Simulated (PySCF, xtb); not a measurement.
C₅H₃Br, SMILES C#CC(Br)=C=C.

Harmonic wavenumbers (cm⁻¹) from GFN2-xTB (xtb) at its own minimum, in rising order: 102, 136, 169, 278, 363, 396, 428, 531, 562, 651, 668, 861, 946, 948, 1278, 1419, 2048, 2245, 3067, 3074, 3399.

### Question
What does PBE-D3(BJ)/def2-SVP run with PySCF give at its own minimum? (The exact figures need the calculation; the answer reports its results.)

### Answer
116, 156, 176, 320, 397, 434, 521, 581, 587, 607, 663, 841, 939, 955, 1238, 1397, 2000, 2146, 3042, 3126, 3407. Paired by order, the mean absolute difference is 33 cm⁻¹ and the zero-point energies are 33.7 and 33.8 kcal/mol.
